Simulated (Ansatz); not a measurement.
Program: Ansatz. Geometries: PBE0-D4/def2-TZVP. ΔE: electronic, gas phase. CCSD(T)/CBS is the MP2 limit (def2-TZVPP, def2-QZVPP) plus CCSD(T) − MP2 in def2-TZVPP, frozen cores. Functionals use def2-TZVPP. For Ga outer-core shells are correlated without core-valence functions, which leaves a few kJ/mol of doubt a bond. Scalar relativity is left out up to krypton. One conformer a species, not always the lowest.

Reaction (redistribution): `[NH2][Ga]([F])[F]` + `N[Si@H](F)N[Si@@H](N)Cl` → `[NH2][Ga]([F])[Cl]` + `N[Si@H](F)N[Si@H](N)F`

| level | ΔE (kcal/mol) | difference from CCSD(T)/CBS |
| --- | --- | --- |
| PBE-D4 | -19.1 | 1.8 |
| r2SCAN-D4 | -20.5 | 0.4 |
| PBE0-D4 | -20.1 | 0.8 |
| B2PLYP | -20.5 | 0.4 |
| PBE | -19.1 | 1.8 |
| r2SCAN | -20.5 | 0.4 |
| PBE0 | -20.2 | 0.7 |
| HF/def2-TZVPP | -22.3 | -1.4 |
| SCS-MP2/def2-TZVPP | -19.7 | 1.2 |
| SCS-MP2/def2-QZVPP | -19.8 | 1.1 |
| CCSD(T)/CBS | -20.9 | 0 |

Largest T1 diagnostic among the species: 0.014.

From PBE to PBE0 (25 % exact exchange), in def2-TZVPP and without D4, ΔE moves by −1.1 kcal/mol. In def2-TZVPP, CCSD(T) changes the Hartree–Fock value by +1.7 kcal/mol (the triples alone add +0.3 kcal/mol) and MP2 by +2.6 kcal/mol.
